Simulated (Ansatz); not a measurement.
C$_{2}$H$_{6}$In, doublet, geometry from GFN2-xTB (such geometries of metal compounds can be far from the true shape) (the spin is typed, not shown lowest) (all electrons, no relativity), with bond 5-2 at 1.8 times its length; SC-NEVPT2/STO-3G, CASSCF(5,4) (Ansatz, a program for electronic structure).

Input for Ansatz:
Ansatz 0.2 input:
```yaml
crystal:
  periodic: [false, false, false]
  atoms:
    - {symbol: In, position_ang: [0.21372317, 0.05812157, 0.26537011]}
    - {symbol: C, position_ang: [1.02309431, 0.10714900, -1.98727527]}
    - {symbol: H, position_ang: [1.64125785, -0.76681708, -2.18253051]}
    - {symbol: H, position_ang: [1.59131887, 1.01309242, -2.18635615]}
    - {symbol: H, position_ang: [-0.57658700, 0.05806849, -3.11702369]}
    - {symbol: C, position_ang: [-2.10431100, -0.40109531, 0.64576311]}
    - {symbol: H, position_ang: [-2.34470898, -1.28672384, 0.06047505]}
    - {symbol: H, position_ang: [-2.67277442, 0.44994683, 0.27500667]}
    - {symbol: H, position_ang: [-2.33461129, -0.57365933, 1.69425582]}
basis:
  gaussian:
    orbitals: STO-3G
correlation: {method: sc_nevpt2, electrons: all, active_space: {window: {electrons: 5, orbitals: 4}}}
magnetization: {spin_polarized: false, initial_magnetization: 1}
```

What the program printed (banner, timings and long lists left out):

```
Functional definition: HF
578 factors; integrals over basis functions are off by at most 1.1e-4 eV
mean field evaluation 1: about -156760.0877 eV, gradient 1.2e1 eV
mean field evaluation 2: about -156760.1651 eV, gradient 1.2e1 eV
mean field evaluation 4: about -156761.9201 eV, gradient 2.4e0 eV
mean field evaluation 8: about -156762.0651 eV, gradient 1.6e-1 eV
mean field evaluation 16: about -156760.0876 eV, gradient 1.2e1 eV
mean field -156762.06562405 eV, -5760.8996545393 hartree, gradient 2.8e-6 eV, S^2 0.750000; 0 other end points of the search recorded, 0 dependent functions left out
reference -156762.06562405 eV, -5760.8996545393 hartree; 34, 33 occupied and 9, 10 virtual orbitals, 578 factors
state -156764.37734844 eV, -5760.9846088438 hartree
state -156764.37734844 eV, -5760.9846088438 hartree; corrected -156767.59464052 eV, -5761.1028421469 hartree
Total energy: -156767.59464052 eV, -5761.1028421469 hartree
```
